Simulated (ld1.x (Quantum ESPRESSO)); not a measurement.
Transferability test, RRKJ potential for In (Z = 49)

```json
{"Element": "indium", "Generator": "ld1.x (Quantum ESPRESSO) 7.5", "Type": "norm-conserving RRKJ (Kleinman–Bylander form)", "Functional": "PBE", "Relativity": "scalar-relativistic", "Frozen core": "[Kr]", "Valence charge": "13", "Reference configuration": "4d10 5s2 5p1", "Partial waves": "5s (bound): rc 2.35 bohr; 4d (bound): rc 1.60 bohr; 5p (bound): rc 2.85 bohr", "Local potential": "the p channel", "Core correction": "none", "rho0": "0.001"}
```

Energies are relative to the spin-unpolarised reference configuration 4d10 5s2 5p1; without spin polarisation the order of configurations can differ from experiment.

| valence configuration | charge | ΔE all-electron (eV) | error AE − PS (meV) |
| --- | --- | --- | --- |
| 4d10 5s2 5p0 | +1 | 5.363 | +0.9 |
| 4d10 5s1 5p0 | +2 | 24.598 | +18 |
| 4d10 5s0 5p0 | +3 | 52.918 | +54 |
| 4d9 5s2 5p1 | +1 | 25.115 | -170 |
| 4d10 5s2 5p1.3 | -0.3 | -0.532 | +0.1 |
| 4d9 5s2 5p2 | 0 | 18.307 | -225 |
| 4d10 5s2 5p0.5 | +0.5 | 1.940 | -0.1 |

Levels in the configuration 4d10 5s2 5p0:

```tsv
level	all-electron (eV)	pseudo (eV)
4d	-26.073	-26.026
5s	-14.925	-14.917
```
